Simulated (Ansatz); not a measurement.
Cost and result for the atomization energy of C4H7InO, SMILES `C=C=C[O][InH][CH3]` (13 atoms, 12 bonds).

Cartesian coordinates in Å:
```
C -1.474 -1.370 0.308
C -1.429 -0.146 0.781
C -1.277 1.132 1.083
O -0.499 1.935 0.372
In 0.323 0.657 -1.087
C 2.184 -0.095 -0.370
H -0.794 -2.150 0.653
H -2.231 -1.684 -0.412
H -1.789 1.567 1.942
H -0.537 0.814 -2.553
H 2.133 -0.161 0.717
H 2.395 -1.080 -0.787
H 2.994 0.581 -0.646
```

Total charge 0; spin multiplicity 1. Correlated methods include outer-core shells of In, which these sets cover unevenly. In takes the def2 core potential. Geometry: relaxed with PBE0-D4/def2-TZVP. It is one conformer, not always the lowest. Program: Ansatz. All runs use 2 threads of an AMD EPYC 7R13 on a shared host and a share of an NVIDIA H100 80 GB. Times are those of one run each, without the atoms' runs, and a repeat can differ threefold. Electronic energies, without spin–orbit coupling; frozen cores. CCSD(T)/CBS adds CCSD(T) − MP2 in def2-TZVPP to the MP2 limit, and its time is that of the two runs behind it. T1 = 0.015. With those shells the extrapolation isn't a true limit. HSE06 is the plane-wave form, built on full-range PBE exchange.

CCSD(T)/CBS is a level of theory with its own doubt, some kJ/mol a heavy atom from the limit and from the frozen cores, so smaller differences don't rank the functionals.

```csv
level,functions,wall time,atomization (kJ/mol),difference from CCSD(T)/CBS,per bond
PBE-D4/def2-TZVPP (with forces),303,5 s,5076.5,133.7,11.1
CCSD(T)/def2-SVP,131,5.5 s,4691.4,-251.4,-20.9
CAM-B3LYP-D4/def2-TZVPP,303,5.5 s,4946.9,4.1,0.3
BHLYP-D4/def2-TZVPP,303,6 s,4759.5,-183.3,-15.3
LDA (SPW92)/def2-TZVPP,303,6.5 s,5713.0,770.2,64.2
HSE06-D4/def2-TZVPP,303,7 s,4967.7,24.9,2.1
PBE0-D4/def2-TZVPP,303,8.1 s,4963.8,21.0,1.8
ωB97X-V/def2-TZVPP,303,9.5 s,4939.8,-3.0,-0.3
PBE-QIDH/def2-TZVPP,303,9.5 s,4914.0,-28.8,-2.4
MP2/def2-QZVPP,577,9.5 s,4977.4,34.6,2.9
CCSD(T)/def2-TZVPP,303,11 s,4816.3,-126.5,-10.5
ωB97M-V/def2-TZVPP (with forces),303,11 s,4948.1,5.3,0.4
CCSD(T)/CBS(def2),–,20 s,4942.8,0.0,0.0
```

From r2SCAN to r2SCAN0 (25 % exact exchange), in def2-TZVPP and without D4, the atomization energy moves by −96.8 kJ/mol: exact exchange takes away binding that semilocal exchange gives to molecules. In def2-TZVPP, CCSD(T) changes the Hartree–Fock value by +1297.6 kJ/mol (the triples alone add +93.5 kJ/mol) and MP2 by +1383.8 kJ/mol; breaking electron pairs costs correlation energy, which Hartree–Fock lacks. The D4 term adds +46.9 kJ/mol with B3LYP and +25.0 kJ/mol with PBE0; it sums over pairs of atoms, weighted by their polarisabilities, and B3LYP, whose exchange is more repulsive, gets the larger term.

B3LYP here is the variant with VWN-RPA as its local correlation; programs differ in this.

Spin–orbit coupling would lower the free In atoms strongly, and the atomization energy with them, by more than many differences here.
